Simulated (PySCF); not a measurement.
Compound: C5H13N2 (doublet state).
Z-matrix (Å and degrees, GFN2-xTB geometry), rows numbered from 1:
```
C 
C   1  1.4773
C   2  1.4778  1  121.52
N   3  1.4525  2  111.33  1   160.54
C   4  1.4494  3  113.55  2  -176.32
C   5  1.5350  4  109.75  3  -179.38
N   6  1.4499  5  114.09  4    57.66
H   1  1.0908  2  111.05  3   -38.30
H   1  1.0983  2  111.56  3    80.60
H   1  1.0883  2  111.03  3  -159.89
H   2  1.0752  1  119.92  3  -170.08
H   3  1.1067  2  110.80  1   -81.38
H   3  1.1095  2  109.93  1    35.31
H   4  1.0170  3  109.30  2   -53.79
H   5  1.1060  4  112.83  3    58.19
H   5  1.0964  4  107.51  3   -60.38
H   6  1.0932  5  109.28  4   179.24
H   6  1.0946  5  109.20  4   -62.64
H   7  1.0157  6  109.66  5    61.33
H   7  1.0157  6  108.59  5   -55.03
```

The hyperfine couplings belong to this conformer and change with its torsions.

The species is `C[CH]CNCCN` [radical].

Method used: UKS B3LYP, pcH-1 on C H N, non-relativistic, mean-field spin-orbit, GIAO (PySCF). One conformer (not necessarily the lowest) at the GFN2-xTB geometry, without solvent, vibrations or thermal averaging. A GFN2-xTB geometry isn't a minimum of the functional, and hyperfine couplings can be far from their values at a DFT geometry. The SCF solution wasn't tested for stability.

(1) What is the g tensor, term by term?

(2) Average each term over the three axes. Which is largest in size?

(3) What effective moment and Curie constant follow for a powder?

(4) At 9.76 GHz, how far is the centre of the isotropic spectrum from where a free electron (g = 2.002319) resonates?

(5) In a frozen sample, at which fields do the three g values resonate at 9.5, 34, 94 and 263 GHz (hyperfine left aside), and which band first spreads them over more than twice a line width of 0.3 mT?

Answers

(1) 
| Δg (ppm) | 1 | 2 | 3 |
| --- | --- | --- | --- |
| relativistic mass correction | -136 | -136 | -136 |
| gauge correction | 2 | 31 | 30 |
| orbital Zeeman/spin–orbit | 0 | 573 | 641 |
| total | -134 | 468 | 534 |

So g = 2.00219, 2.00279, 2.00285 and g_iso = 2.00261; the tensor is close to axial: the two nearest values differ by 10 % of g3 − g1. Axes: g3 points within 8° of the C2–H11 bond.

(2) The orbital-Zeeman/spin–orbit term 404, the mass correction -136 and the gauge correction 21 ppm, for a total of 289 ppm. The orbital-Zeeman/spin–orbit term is the largest in size. The mass correction is the same along every axis, so the anisotropy comes from the other two: their spans along these axes are 29 (gauge) and 641 ppm (orbital Zeeman/spin–orbit).

(3) With the mean of g² = 4.0104 and S(S+1) = 0.75: μ_eff = √(⟨g²⟩S(S+1)) = 1.734 μB and χT = 0.12505·⟨g²⟩·S(S+1) = 0.376 cm³ K/mol (cgs; spin-Hamiltonian part alone).

(4) B = hν/(g μB) with μB/h = 13.99624 MHz/mT gives 348.26 mT for the free electron and 348.21 mT at g_iso, 0.05 mT lower.

(5) 
```
band    GHz  B(g3) mT  B(g2) mT  B(g1) mT  spread mT
   X    9.5    338.89    338.90    339.01       0.11
   Q   34.0   1212.88   1212.92   1213.29       0.40
   W   94.0   3353.26   3353.37   3354.38       1.12
   J  263.0   9381.99   9382.30   9385.12       3.13
```

The spread grows in proportion to the frequency. W band is the first where it exceeds 0.6 mT.

The Mulliken spin populations are largest on C2 (+1.02), C1 (-0.09), C3 (-0.08) and H9 (+0.06). No atom but C2 exceeds +0.15. The angles at C2 add up to 359.3°, so it is planar; its axial dipolar tensor and the negative coupling of its proton fit spin in a p orbital normal to that plane.

The HOMO–LUMO gaps are 6.45 eV among the α and 4.87 eV among the β orbitals.
